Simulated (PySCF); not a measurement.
## Telling isomers of C5H8Cl2OSi apart by NMR

All values are calculated (PySCF): geometry from GFN2-xTB, shielding tensors at PBE0/pcSseg-1 (GIAO). One averaged value for each set of equivalent atoms, single conformer, relativity neglected, in vacuum.

Referencing at the same level of theory: ¹H, ¹³C vs TMS. Where no couplings were computed, multiplicities follow the n + 1 count of equivalent neighbours, and m marks all less simple cases (inequivalent or close neighbours, rings, F or P nearby). Shifts are as computed. Against solution values, carbons near 30 ppm lie about +3 ppm off and those near 130 ppm about +5 ppm; carbons on Cl a further +6 ppm. Of 1309 compounds with measured shifts, 239 miss one by over three times the rms of a fit or turn the order of signals round; such compounds aren't used in these exercises. Carbons bonded to Cl come out too deshielded.

(1) Tabulate the signals of `CC(=O)[C@@H]1[SiH2][C@@H]1C(Cl)Cl`, `C/C(=C(/[SiH3])C=O)C(Cl)Cl` and their relative energies.

(2) What is the quickest way to tell CC(=O)[C@@H]1[SiH2][C@@H]1C(Cl)Cl from C/C(=C(/[SiH3])C=O)C(Cl)Cl?

Results:

(1) 
```json
{"SMILES": "CC(=O)[C@@H]1[SiH2][C@@H]1C(Cl)Cl", "carbon types": "1×C 3×CH 1×CH3", "δC": "214.2, 84.3, 40.4, 34.7, 32.5", "δH": "6.97 (d, 1H), 3.30 (m, 1H), 3.23 (m, 1H), 2.65 (m, 1H), 2.42 (s, 3H), 2.38 (m, 1H)", "E rel. (kcal/mol)": "0.0"}
{"SMILES": "C/C(=C(/[SiH3])C=O)C(Cl)Cl", "carbon types": "2×C 2×CH 1×CH3", "δC": "202.1, 172.8, 138.1, 89.4, 17.5", "δH": "10.47 (s, 1H), 6.99 (s, 1H), 4.11 (s, 3H), 2.66 (s, 3H)", "E rel. (kcal/mol)": "2.9"}
```

Energies are electronic energies at PBE0/pcSseg-1 on these geometries, without zero-point or thermal terms, each for the one conformer computed, which needn't be the lowest.

(2) Both give the same number of carbon signals, but DEPT or the intensities differ. The first has a three-membered-ring carbon (CH) at 32.5 ppm, the second an aldehyde carbonyl carbon (CH) at 202.1 ppm. Their most deshielded carbons lie at 214.2 and 202.1 ppm. In the proton spectra the most deshielded non-exchanging signals are 6.97 (d, 1H) and 10.47 (s, 1H).
